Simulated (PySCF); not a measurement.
Molecule: C5H11F, SMILES CC(C)(C)CF. Atoms near the plane z = 0.0 Å, at the GFN2-xTB optimised geometry (x, y, z in Å): C2 (-0.2, -0.1, 0.0), C3 (1.4, -0.1, 0.0), C4 (-0.7, 1.3, 0.0), H10 (1.8, -1.1, 0.0), H11 (1.7, 0.4, -0.9), H12 (1.8, 0.4, 0.9), H13 (-1.8, 1.3, 0.1), H14 (-0.3, 1.9, 0.9), H15 (-0.4, 1.8, -0.9).

Calculation: PBE0/def2-SVP in PySCF 2.14.0. Cells within 0.4 Å of a nucleus heavier than hydrogen are left out (blank, or x). The values are rescaled to run from 0 to 1.

```
|0000000000000000000000000|
|0000000000000000000000000|
|0000000000000000000000000|
|0000000000000000000000000|
|0000011001111000000000000|
|0000476422443100000000000|
|0003899964565300000000000|
|0006999993x46300000000000|
|000799999xxx4200000000000|
|0005999993x56201232100000|
|0000489866998434565310000|
|0000000115864685256410000|
|00000000044xx79xxx4310000|
|00000000034xx793xx6410000|
|0000000002554576899841000|
|0000000001343226999983000|
|0000000000000006999995000|
|0000000000000003999995000|
|0000000000000000799982000|
|0000000000000000168620000|
|0000000000000000001000000|
|0000000000000000000000000|
|0000000000000000000000000|
|0000000000000000000000000|
|0000000000000000000000000|
```
Scale: ten equal steps from 0.000 (start of '0') to 1.00 (end of '9'), in the order '0123456789'; x runs from -4.00 to 4.00, y from -4.00 (bottom) to 4.00 (top).

### Question
Which quantity is mapped?
A) log10 of the electron density
B) Laplacian of the electron density
C) electron localisation function
D) deformation density (molecule minus spherical neutral atoms)

### Answer
C, electron localisation function
